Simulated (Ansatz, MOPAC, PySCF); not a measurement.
Noncovalent pair: AlH3O2 (SMILES [OH][AlH][OH]) (first 6 atoms) with H2O (SMILES O); geometry from B3LYP-D3(BJ)/def2-TZVP, rigid monomers moved along the line of their centres of mass till H4···O7 is 2.64 Å.
(charge 0, multiplicity 1):
```xyz
9

O     -0.05098     0.60305     1.52220
Al    -0.03541    -0.51320     0.25434
O     -0.06332     0.06476    -1.34272
H     -0.03829     0.38352     2.46482
H      0.00454    -2.06806     0.44492
H     -0.08781     0.99953    -1.55344
O     -0.01358     0.14846     5.09721
H      0.75560     0.55353     5.51254
H     -0.78121     0.54442     5.52396
```

Monomers are frozen at their geometry in the pair; levels with a basis set take the counterpoise correction. Rows marked so take none.

Rows in 3-21G, 6-31G* carry no dispersion term and start afresh at each structure (6-31G* with six Cartesian d functions). The state that PM6 reach isn't checked.

The values were computed with Ansatz (a first-principles code) with Gaussian orbitals; MOPAC for PM6 (differences of heats of formation); PySCF for 3-21G rows, 6-31G* rows. 

Problem. One of these levels gives -3.00 kcal/mol for the interaction energy. Which one is it?
A) PM6
B) HF/6-31G* (no counterpoise)
C) B3LYP/3-21G (no counterpoise)
D) r2SCAN/def2-TZVPPD

Solution. D, r2SCAN/def2-TZVPPD. The others give -1.87 (PM6), -3.94 (HF/6-31G* (no counterpoise)), -6.67 (B3LYP/3-21G (no counterpoise))
